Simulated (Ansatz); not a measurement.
C2H5F3Si (`CC(F)(F)[SiH2]F`), charge 0, multiplicity 1.

Give a relaxed structure at PBE0-D4/def2-TZVP (Ansatz 0.2.0). (Best estimate.)

Ansatz gave: 
Cartesian coordinates in Å:
```
C 0.4189 -1.2035 -0.6761
C -0.3039 0.1059 -0.5617
F -1.6384 -0.0973 -0.8134
F 0.1430 0.9589 -1.5487
Si -0.1245 1.0623 1.0886
F -0.5630 0.0844 2.2742
H 1.4913 -1.0550 -0.5419
H 0.2359 -1.6292 -1.6652
H 0.0582 -1.8956 0.0862
H 1.2974 1.4269 1.2849
H -1.0148 2.2423 1.0732
```
This is one stationary point; other conformers may exist.
